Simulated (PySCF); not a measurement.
Planning an EPR job on C2H4BCl2.

Method: UKS B3LYP, pcH-1 on B C Cl H, non-relativistic, mean-field spin-orbit, GIAO (PySCF 2.14.0). Geometry: GFN2-xTB. Work: unrestricted SCF, g, hyperfine, density and orbital grids written, density fitting. The command runs a driver script over a list of jobs; the input below is this job's line of settings and its coordinates in Å.

Command:
```bash
OMP_NUM_THREADS=1 python probes_run.py task.json out
```

Input:
```
{"job": {"kind": "epr", "basis": "pcH-1"}, "charge": 0, "multiplicity": 2}
C      0.794523     0.070554    -0.492754
C      0.311504    -0.203715     0.855385
B     -0.858363     0.106473    -0.289407
Cl    -1.795057    -1.261504    -0.910445
Cl    -1.657104     1.685337    -0.248824
H      1.172355    -0.749897    -1.082890
H      1.261849     1.022480    -0.691201
H      0.348428    -1.217946     1.221587
H      0.435426     0.554211     1.613371
```

Hardware: an Arm Neoverse V1 with one thread, no GPU, shared host with 32 logical CPUs at a one-minute load of 14. PySCF's memory limit was set to 1600 MB.

Q: How large is the basis?

A: 185 functions.

Question: Which is nearest to the wall time?
A. 26 s
B. 3.2 s
C. 0.43 s

Answer: A. The run took 26 s. CPU seconds by part: SCF 8.6, spin–orbit mean field 1.2, g tensor 9.4, hyperfine 3.7.

Q: How much memory does it need at the peak?

A: About 0.71 GiB. Peak memory is the resident size of the whole Python process, interpreter and libraries included.

Other jobs ran on the host; a repeat could differ by tens of per cent or more.
